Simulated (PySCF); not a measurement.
Computed shifts of a molecule C3H7NOSi, PBE/pcSseg-1 (PySCF), GIAO, gas phase, atoms alike by connectivity averaged where their shifts nearly agree, in ppm (number of nuclei): ¹³C: 124.3 (1), 19.1 (1), 17.3 (1). ¹⁵N: 303.3 (1). ²⁹Si: -11.2 (1). ¹H: 5.60 (1), 5.05 (1), 1.87 (1), 1.84 (1), 1.71 (3). References: ¹³C against TMS (σ = 182.0 ppm); ¹⁵N against NH3 (σ = 267.0 ppm); ²⁹Si against TMS (σ = 335.4 ppm); ¹⁷O against H2O (σ = 334.3 ppm); ¹H against TMS (σ = 31.49 ppm), references at their B3LYP-D3(BJ)/def2-TZVP geometries, non-relativistic. Geometry optimised at B3LYP-D3(BJ)/def2-SVP. The values are those of a single conformer.

Task: Identify the compound among the candidates.
(A) CC1=N[Si@H](C)O1
(B) C[C@@H](C#N)[SiH2]O
(C) N#C[C@@H]([SiH3])CO
(D) C#CC[Si@@H](N)O

Result: B, C[C@@H](C#N)[SiH2]O
